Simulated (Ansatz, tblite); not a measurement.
Removing and adding an electron: Be₁₃O₁₃. The state is a singlet with charge 0. Geometry: PBE-D4/def2-SVP. Ansatz, gas phase; energy differences of separate SCF runs; the oxidised species was run as a doublet alone; the reduced species was run as a doublet alone.

| atom | x (Å) | y (Å) | z (Å) |
| --- | --- | --- | --- |
| O1 | 2.0460 | -1.4056 | -1.7816 |
| O2 | -0.5389 | -1.9739 | -0.9033 |
| O3 | -0.0277 | -0.5354 | -3.3059 |
| O4 | -1.1621 | 1.6142 | -1.9249 |
| O5 | -2.0368 | 0.0932 | 0.2115 |
| O6 | -2.3121 | -0.4891 | -2.4646 |
| O7 | 1.7172 | -1.3297 | 0.5894 |
| O8 | 1.3887 | 0.8928 | -1.3142 |
| O9 | -0.9270 | 1.1390 | 2.5850 |
| O10 | -0.6461 | -1.5107 | 1.8232 |
| O11 | 1.0804 | -0.6145 | 3.2722 |
| O12 | -0.2674 | 2.1906 | 0.5084 |
| O13 | 1.6937 | 2.0690 | 2.6517 |
| Be14 | 1.2366 | -0.2609 | -2.4808 |
| Be15 | -1.0276 | -1.4031 | -2.2988 |
| Be16 | 1.0344 | -2.0207 | -0.7401 |
| Be17 | -1.2258 | -1.2807 | 0.3910 |
| Be18 | -2.1795 | 0.5201 | -1.2657 |
| Be19 | -1.1518 | 0.5214 | -3.0480 |
| Be20 | 0.1019 | 1.7538 | -0.9481 |
| Be21 | -0.5104 | -0.3072 | 2.8606 |
| Be22 | -1.3786 | 1.1997 | 1.0842 |
| Be23 | 2.1076 | -0.3027 | -0.5624 |
| Be24 | 1.6895 | 0.7478 | 3.2079 |
| Be25 | 0.9490 | -1.4156 | 1.8957 |
| Be26 | 0.3470 | 2.1083 | 1.9575 |

The xTB rows come from tblite. HSE06 is defined as in plane-wave codes, on full-range PBE exchange. Single mean-field runs in def2-TZVP are fitted with def2-universal-jkfit.

```
             level  −HOMO (eV)  vertical IE (eV)  −LUMO (eV)  vertical EA (eV)  HOMO–LUMO gap (eV)  IE − EA (eV)                       remarks
          GFN1-xTB        9.50             11.84        5.89              3.80                3.62          8.04                             –
          GFN2-xTB       11.80             14.14        7.98              5.83                3.82          8.31                             –
  PBE-D4/def2-TZVP        6.64                 –        1.99              0.61                4.64             –  HOMO above zero (-1 doublet)
 PBE0-D4/def2-TZVP        8.13              9.75        1.22              0.27                6.91          9.48  HOMO above zero (-1 doublet)
HSE06-D4/def2-TZVP        7.72              9.67        1.57              0.32                6.15          9.35  HOMO above zero (-1 doublet)
```

Run but left out: PBE-D4/def2-TZVP (charge +1 doublet: an occupied level 0.03 eV above an empty one).   A HOMO above zero means that the electron is unbound at that level or that self-interaction error raises the level; the energy of removing that electron tells which. Raw xTB energy differences between charge states are shifted by several eV; the methods need an empirical correction for them. Sets without diffuse functions give affinities that are too small.
